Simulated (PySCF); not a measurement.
SMILES O([Si](S)(OC)C)C, singlet, GFN2-xTB optimised geometry.

```
17

C      1.73    -1.30    -0.38
O      0.83    -0.29     0.00
Si    -0.79    -0.29     0.00
C     -1.24     1.55     0.00
S     -1.50    -1.39    -1.71
O     -1.50    -1.13     1.21
C     -1.45    -0.85     2.58
H      2.71    -0.83    -0.50
H      1.42    -1.75    -1.33
H      1.78    -2.08     0.38
H     -1.01     2.02    -0.95
H     -0.68     2.08     0.77
H     -2.29     1.69     0.20
H     -2.71    -1.65    -1.24
H     -1.97     0.09     2.79
H     -0.42    -0.77     2.92
H     -1.95    -1.67     3.10
```

Density from PySCF with PBE0/def2-SVP at that geometry.

Minimum of the electron density along straight lines between bonded atoms, close to the bond critical point (lines longer than 1.1 times the sum of covalent radii, or with two minima, are not listed):

```csv
bond,length / Å,ρ at the minimum / e bohr⁻³,∇²ρ there / e bohr⁻⁵,position (fraction from the first atom)
C1–O2,1.405,0.251,-0.27,0.34
O2–Si3,1.621,0.130,1.11,0.59
Si3–C4,1.893,0.116,0.32,0.38
Si3–S5,2.149,0.094,0.17,0.35
Si3–O6,1.630,0.129,1.06,0.41
O6–C7,1.403,0.254,-0.31,0.66
C1–H8,1.090,0.284,-1.09,0.64
C1–H9,1.091,0.283,-1.08,0.64
C1–H10,1.092,0.282,-1.07,0.63
C4–H11,1.084,0.273,-0.99,0.63
C4–H12,1.085,0.272,-0.97,0.62
C4–H13,1.086,0.272,-0.97,0.62
S5–H14,1.321,0.216,-0.17,0.49
C7–H15,1.092,0.282,-1.06,0.63
C7–H16,1.091,0.282,-1.07,0.63
C7–H17,1.090,0.284,-1.09,0.64
```
